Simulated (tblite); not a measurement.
Species: C3H6N2OSi2.
SMILES with atom numbers: `[N:1]#[C:2][C:3]1=[N:4][Si@@H:5]([O:6][SiH3:7])[CH2:8]1` (hydrogens: H9 on Si5; H10, H11, H12 on Si7; H13, H14 on C8)

Computed with GFN2-xTB (tblite), gas phase: L-BFGS steps from a force-field or distance-geometry start until the largest atomic force falls under 0.01 eV/Å.

At the end of the run (lengths in Å): Si5–C8 1.929, Si5–O6 1.604, O6–Si7 1.634, C3=N4 1.285, C3–C8 1.503, N4–Si5 1.790, C2–C3 1.412, Si5–O6–Si7 156.6°, N4–C3–C8 110.0°, C3–C8–Si5 81.2°, C3–N4–Si5 93.0°, C2–C3–N4–Si5 -179°, C3–N4–Si5–O6 -114°, N4–Si5–O6–Si7 15°, H9–Si5–O6–Si7 148°, H10–Si7–O6–Si5 -106°.

Task: These geometries were met on the way; a selection of coordinates is given. Order them by energy above the end point, lowest first.
A. Si5–C8 1.930, Si5–O6 1.643, O6–Si7 1.701, C3=N4 1.372, C3–C8 1.511, N4–Si5 1.834, C2–C3 1.407, Si5–O6–Si7 114.7°, N4–C3–C8 100.5°, C3–C8–Si5 89.4°, C3–N4–Si5 97.9°, C2–C3–N4–Si5 180°, C3–N4–Si5–O6 -111°, N4–Si5–O6–Si7 -17°, H9–Si5–O6–Si7 117°, H10–Si7–O6–Si5 -80°
B. Si5–C8 1.811, Si5–O6 1.700, O6–Si7 1.726, C3=N4 1.232, C3–C8 1.443, N4–Si5 1.740, C2–C3 1.463, Si5–O6–Si7 112.0°, N4–C3–C8 95.8°, C3–C8–Si5 92.3°, C3–N4–Si5 103.8°, C2–C3–N4–Si5 -179°, C3–N4–Si5–O6 -110°, N4–Si5–O6–Si7 -19°, H9–Si5–O6–Si7 117°, H10–Si7–O6–Si5 -82°
C. Si5–C8 1.903, Si5–O6 1.634, O6–Si7 1.662, C3=N4 1.283, C3–C8 1.503, N4–Si5 1.847, C2–C3 1.452, Si5–O6–Si7 118.1°, N4–C3–C8 107.1°, C3–C8–Si5 85.2°, C3–N4–Si5 94.2°, C2–C3–N4–Si5 179°, C3–N4–Si5–O6 -113°, N4–Si5–O6–Si7 -16°, H9–Si5–O6–Si7 117°, H10–Si7–O6–Si5 -80°
D. Si5–C8 1.927, Si5–O6 1.612, O6–Si7 1.655, C3=N4 1.280, C3–C8 1.493, N4–Si5 1.786, C2–C3 1.412, Si5–O6–Si7 127.7°, N4–C3–C8 110.0°, C3–C8–Si5 81.4°, C3–N4–Si5 93.2°, C2–C3–N4–Si5 -179°, C3–N4–Si5–O6 -112°, N4–Si5–O6–Si7 -15°, H9–Si5–O6–Si7 117°, H10–Si7–O6–Si5 -81°
E. Si5–C8 1.901, Si5–O6 1.617, O6–Si7 1.650, C3=N4 1.293, C3–C8 1.519, N4–Si5 1.806, C2–C3 1.409, Si5–O6–Si7 121.8°, N4–C3–C8 108.9°, C3–C8–Si5 82.2°, C3–N4–Si5 92.5°, C2–C3–N4–Si5 179°, C3–N4–Si5–O6 -114°, N4–Si5–O6–Si7 -15°, H9–Si5–O6–Si7 118°, H10–Si7–O6–Si5 -80°

Result: D (0.174 eV), E (0.295 eV), C (0.478 eV), A (0.972 eV), B (1.767 eV).

```json
{"step": "11", "E above end (eV)": "0.174", "rms distance from the end, all atoms (Å)": "0.450", "largest force (eV/Å)": "0.364", "rms shift of all bonds from the end (Å)": "0.009"}
{"step": "6", "E above end (eV)": "0.295", "rms distance from the end, all atoms (Å)": "0.484", "largest force (eV/Å)": "0.869", "rms shift of all bonds from the end (Å)": "0.013"}
{"step": "4", "E above end (eV)": "0.478", "rms distance from the end, all atoms (Å)": "0.500", "largest force (eV/Å)": "1.664", "rms shift of all bonds from the end (Å)": "0.023"}
{"step": "1", "E above end (eV)": "0.972", "rms distance from the end, all atoms (Å)": "0.513", "largest force (eV/Å)": "4.679", "rms shift of all bonds from the end (Å)": "0.036"}
{"step": "0", "E above end (eV)": "1.767", "rms distance from the end, all atoms (Å)": "0.518", "largest force (eV/Å)": "8.478", "rms shift of all bonds from the end (Å)": "0.059"}
```

Rows stand in the order of the answer.
